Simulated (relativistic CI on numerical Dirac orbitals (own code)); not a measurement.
## Hyperfine structure of Co9+, mass number 60

Method of calculation: Dirac-Coulomb-Breit CI, separate exchange-only KLI orbitals for each configuration, QED by a radiative potential, unscaled Slater integrals (own radial code, finite nucleus).

Configuration list (outside the closed core [Ne]): 3s²3p⁶, 3s²3p⁵3d, 3s3p⁶3d, 3s²3p⁵4s, 3s²3p⁵4p, 3s²3p⁵4d, 3s3p⁶4s, 3s²3p⁵4f, 3s3p⁶4p, 3p⁶3d², 3p⁵3d³, 3p⁵3d²4s, 3p⁵3d²4p, 3p⁵3d²4d. Double excitations out of closed p, d and f shells are left out; levels of such configurations are missing from the list, as are those of other unlisted configurations, and high levels can miss mixing partners. These lack a partner that the ground configuration has and come out too high: 3s²3p⁵4f.

Nuclear spin I = 5, μ = 3.799 μN, Q = 0.46 b (tables of Stone and Pyykkö). The electronic factors are computed for point nuclear moments, without core polarisation or the Bohr-Weisskopf and QED corrections.

```
        Level  E (cm⁻¹)  A (MHz)  B (MHz)
3s²3p⁵3d ³P°1    435047   -33.95      211
3s²3p⁵3d ³P°2    441723   -612.6      193
3s²3p⁵3d ³F°4    453987     1606    -3110
3s²3p⁵3d ³F°3    458205     2599    -3080
3s²3p⁵3d ³F°2    463906     4292    -2790
3s²3p⁵3d ³D°3    490107     1362     1850
3s²3p⁵3d ¹D°2    493278     2994     3880
3s²3p⁵3d ³D°1    496510    85.82     1310
```

Levels with J = 0, under 50 % of one LS term, or S terms without an open s electron are left out. Small factors come from cancelling terms and can be off by tens of per cent or more.

At this charge energies of transitions that change n are usually good to better than 1 %, and those within a shell (Δn = 0) to a few per cent.

(1) Give the hyperfine levels of 3s²3p⁵3d ³F°4 relative to its centre of gravity.

Results:

(1) With K = F(F + 1) − I(I + 1) − J(J + 1), E = AK/2 + B[¾K(K + 1) − I(I + 1)J(J + 1)]/[2I(2I − 1)J(2J − 1)]: F = 1: -39890, F = 2: -36340, F = 3: -31080, F = 4: -24160, F = 5: -15670, F = 6: -5736, F = 7: 5520, F = 8: 17940, F = 9: 31340 MHz.

LS names give the leading component of a level, which can be under half, so a name can repeat, a term be missing and a line seem to break the LS rules.
